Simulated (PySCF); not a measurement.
# Working out the excitation energy of In

In [Kr] 4d10 5s2 5p1 (2P) → In [Kr] 4d10 5s1 5p2 (4P). Calculation: PySCF 2.14, in aug-cc-pVTZ-PP with ECP28MDF; scalar relativity through the core potential. Frozen: 4s2 4p6 4d10. Energies in hartree (1 hartree = 27.21139 eV):

```
            part   In (lower)   In (upper)
             UHF  -189.210364  -189.104149
CCSD correlation    -0.041641    -0.010781
             (T)    -0.000789    -0.000092
```

**Question.** What does Hartree-Fock give?

**Answer.** (-189.104149) − (-189.210364) = 0.106215 hartree = 2.890 eV.

**Question.** What do CCSD and CCSD(T) give?

**Answer.** The CCSD correlation energies differ by 0.030860 hartree = 0.840 eV and the triples by 0.000697 hartree = 0.019 eV, so CCSD gives 3.730 eV and CCSD(T) 3.749 eV.

Measured between the centres of the two terms (NIST): 4.350 eV, so CCSD(T) (valence) is off by -0.601 eV.

What remains against the reference includes basis incompleteness, the frozen core and higher excitations.
